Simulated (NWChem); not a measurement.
Molecule: MgN₂H₆ClF; SMILES [NH3]->[Mg](<-[NH3])([F])[Cl]

```xyz
11

Mg     0.0001    -0.3345    -0.2339
F      0.0009    -1.8055    -1.2650
Cl    -0.0017     1.9416    -0.3567
N      1.7989    -0.6248     0.9632
H      2.1456     0.2844     1.2727
H      2.5007    -1.0155     0.3318
H      1.7753    -1.2398     1.7760
N     -1.7969    -0.6299     0.9642
H     -2.1390     0.2752     1.2905
H     -1.7745    -1.2599     1.7655
H     -2.5022    -1.0059     0.3277
```
Atoms are numbered in this order, from 1.

Program: NWChem. Structure relaxed at the PBE0/def2-SVP level. B3LYP is NWChem's, with the RPA form of VWN correlation.

### Question
Among these, which level gives the highest value of “highest occupied level (eV)”?
A) B3LYP/def2-SVP
B) B3LYP/def2-SVPD
C) B3LYP/def2-TZVPP
D) B3LYP/def2-TZVP

### Answer
A, B3LYP/def2-SVP. Values: B3LYP/def2-SVPD -7.22; B3LYP/def2-TZVPP -7.11; B3LYP/def2-TZVP -7.10; B3LYP/def2-SVP -6.78
